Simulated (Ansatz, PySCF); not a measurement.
Constitutional and geometric isomers with formula CH2B2. Gas-phase values, no solvent. Strings in code marks are SMILES.

Quantity: electronic energy of isomers of CH2B2 relative to `B=C=B`, in kJ/mol. The restricted reference of `B1=CB1` is unstable towards unrestricted orbitals.

Level 1: TPSSh-D3(BJ)/def2-TZVP // B3LYP-D3(BJ)/def2-TZVP (PySCF)
Level 2: PBE/6-31G* // B3LYP-D3(BJ)/def2-TZVP (PySCF)
Level 3: HF/3-21G // B3LYP-D3(BJ)/def2-TZVP (PySCF)
Level 4: HF/cc-pVTZ // B3LYP-D3(BJ)/def2-TZVP (Ansatz, a quantum-chemistry and plane-wave program)

```csv
species,level 1,level 2,level 3,level 4
`B1=CB1`,98.2,88.8,181.0,127.7
```
